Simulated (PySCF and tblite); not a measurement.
C₇H₅NO₂, numbered as in [CH:1]#[C:2][c:3]1[cH:4][n+:5]([O-:6])[cH:7][cH:8][c:9]1[OH:10]: conformational analysis

Conformers came from 60 starts (ETKDG and KDG, MMFF94s, GFN2-xTB); geometries are GFN2-xTB. Weights use PBE0-D3(BJ)/6-311G** energies plus GFN2-xTB zero-point and thermal terms (modes under about 100 cm⁻¹ blended into free rotors). Symmetry numbers and mirror images are counted. Conformers within 2.5 kcal/mol (GFN2-xTB free energy) were kept, 4 at most. GIAO shieldings: PBE0/pcSseg-1. Shifts are against TMS (¹H), TMS (¹³C), NH3 (¹⁵N) at the same level. Run with PySCF (density fitting) and tblite.

Torsions listed: C3–C9–O10–H10.

```tsv
conformer	shape	symmetry	E(GFN2) kcal/mol	E(DFT) kcal/mol	G(298.15 K) kcal/mol	weight %	dipole D
1	0°	Cs	0.00	0.00	0.00	99.8	4.33
2	180°	Cs	1.74	3.86	3.82	0.2	4.69
```

Weights (%) against temperature:

```tsv
T (K)	1	2	S(mix) cal/mol/K
250	100.0	0.0	0.01
298.15	99.8	0.2	0.02
350	99.6	0.4	0.05
```

Averaged shifts at 298.15 K. ¹H: 8.31 (H4, 1H), 8.18 (H7, 1H), 7.00 (H8, 1H), 3.21 (H1, 1H) ppm. ¹³C: 159.0 (C9), 147.0 (C4), 146.8 (C7), 118.5 (C8), 111.1 (C3), 96.6 (C1), 79.3 (C2) ppm. ¹⁵N: 323.5 (N5) ppm.

Coordinates of conformer 1 (Å):

```xyz
15

C     3.148    0.666   -0.144
C     1.958    0.530   -0.066
C     0.568    0.261    0.002
C    -0.331    1.273    0.292
N    -1.661    1.055    0.365
O    -2.455    1.993    0.630
C    -2.118   -0.203    0.145
C    -1.277   -1.248   -0.146
C     0.098   -1.044   -0.227
O     0.918   -2.078   -0.515
H     4.181    0.843   -0.199
H    -0.008    2.287    0.473
H    -3.188   -0.321    0.216
H    -1.674   -2.235   -0.316
H     1.835   -1.771   -0.532
```

Other tautomers (keto or thione forms) aren't considered and may dominate. H on N, O and S are left out: they exchange, and hydrogen bonds move them by several ppm. Unscaled ¹⁵N shifts at such levels can be off by tens of ppm; differences between conformers or isomers are more reliable. Shifts are unscaled: against experiment ¹³C can be off by 15 ppm or more and ¹H by 0.8 ppm.


¹⁵N shifts are against a computed isolated NH3 molecule, about 20 ppm from the liquid.